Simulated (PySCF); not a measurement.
# Working out the ionisation energy of Ag

Ag [Kr] 4d10 5s1 (2S) → Ag⁺ [Kr] 4d10 (1S). All numbers are calculated (PySCF 2.14, scalar relativity through the core potential, in aug-cc-pVTZ-PP with ECP28MDF (6s6p5d3f2g, 88 functions)). Frozen: 4s2 4p6. Energies in hartree (1 hartree = 27.21139 eV):

```tsv
part	Ag (lower)	Ag⁺ (upper)
UHF	-146.055574	-145.821671
CCSD correlation	-0.379949	-0.344031
(T)	-0.016826	-0.012850
```

Task: What does Hartree-Fock give?

Result: (-145.821671) − (-146.055574) = 0.233903 hartree = 6.365 eV.

Task: What do CCSD and CCSD(T) give?

Result: The CCSD correlation energies differ by 0.035918 hartree = 0.977 eV and the triples by 0.003976 hartree = 0.108 eV, so CCSD gives 7.342 eV and CCSD(T) 7.450 eV.

Measured between the centres of the two terms (NIST): 7.576 eV, so CCSD(T) (valence) is off by -0.126 eV.

What remains against the reference includes basis incompleteness, the frozen core and higher excitations.
